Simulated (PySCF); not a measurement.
**A small calculation by hand: oscillator strength and radiative lifetime**

Si(H)(F)(OH)(OMe) (CH5FO2Si), SMILES F[SiH](OC)O.

Geometry optimised at PBE0-D3(BJ)/def2-SVP. This is a generated structure with no PubChem entry under its InChIKey; it may be hypothetical. One conformer was computed; it need not be the lowest.

TDDFT-ωB97X/def2-SVPD in PySCF puts the first singlet state with f over 0.02 at 9.03 eV (vertical), with the transition dipole (0.142, -0.317, -0.196) in atomic units.

Q: Find the oscillator strength, the wavelength and the radiative lifetime that this transition would have in vacuum if emission retraced absorption.

A: 
|μ|² = 0.1591 au, so |μ| = 1.01 D. ΔE = 9.03/27.211 = 0.3318 hartree. f = (2/3) ΔE |μ|² = 0.035 (the program prints 0.035).
λ = 1239.84/9.03 = 137 nm; ν = 72832 cm⁻¹.
Einstein's coefficient A = 0.6670 ν² f s⁻¹ (ν in cm⁻¹) = 1.2e8 s⁻¹, so τ = 1/A = 8.0 ns. This state is S3; the lower singlets have f = 0.002, 0.019. The figure is the radiative limit of this one transition; relaxation, internal conversion, crossing to triplets and a medium change what is measured.
